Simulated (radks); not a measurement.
Question: Se2+, configuration [Ar] 3d9 4s2 4p2 5s1 (not the ground configuration). All-electron calculation, non-relativistic Kohn-Sham, TPSS, spin-polarised, spherical densities, point nucleus; open shells are filled with parallel spins first; meta-GGA in the generalised Kohn-Sham scheme. Program: a radial shooting solver on a logarithmic mesh with Libxc functionals. Some entries of the table are withheld. Estimate them.

| orbital | occ. | eigenvalue (eV) | <r^2> (bohr^2) |
|---|---|---|---|
| 1s up | 1 | -12365.27 | 0.002708 |
| 1s down | 1 | -12365.08 | 0.002708 |
| 2s up | 1 | -1611.883 | 0.04700 |
| 2s down | 1 | -1610.915 | 0.04696 |
| 2p up | 3 | -1450.292 | 0.03648 |
| 2p down | 3 | -1449.424 | 0.03645 |
| 3s up | 1 | -250.5880 | 0.3850 |
| 3s down | 1 | -248.7220 | 0.3856 |
| 3p up | 3 | -194.7972 | 0.4020 |
| 3p down | 3 | -192.8882 | 0.4024 |
| 3d up | 5 | -96.7186 | 0.4505 |
| 3d down | 4 | -94.6887 | 0.4497 |
| 4s up | 1 | -46.0594 | 2.943 |
| 4s down | 1 | -42.8022 | 2.977 |
| 4p up | 2 | -33.1021 | (1) |
| 4p down | 0 | -30.0400 | (2) |
| 4d up | 0 | (3) | 8.105 |
| 5s up | 1 | -14.1722 | 16.44 |
| 4d down | 0 | (4) | 8.639 |
| 5p up | 0 | -10.9547 | 21.80 |
| 4f up | 0 | -5.7023 | 32.41 |

Answer: 
(1) 4p up <r^2> (bohr^2): 3.779
(2) 4p down <r^2> (bohr^2): 3.908
(3) 4d up eigenvalue (eV): -15.2476
(4) 4d down eigenvalue (eV): -13.0530
